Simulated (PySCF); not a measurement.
SiFCl2Br, SMILES F[Si](Cl)(Cl)Br.

Geometry: ωB97X-D3(BJ)/def2-SVP.

Level of theory: M06-2X/def2-TZVP (PySCF).

Symmetry labels are those of the subgroup Cs that the program uses (full group Cs).

Computed valence orbital energies around the gap with their symmetry:
| orbital | symmetry | energy (eV) |
|---|---|---|
| HOMO−7 | A" | -13.41 |
| HOMO−6 | A' | -13.09 |
| HOMO−5 | A' | -12.09 |
| HOMO−4 | A" | -11.69 |
| HOMO−3 | A' | -11.63 |
| HOMO−2 | A" | -11.25 |
| HOMO−1 | A' | -10.60 |
| HOMO | A" | -10.45 |
| LUMO | A' | 0.19 |
| LUMO+1 | A' | 1.25 |
| LUMO+2 | A" | 1.77 |
| LUMO+3 | A' | 1.90 |
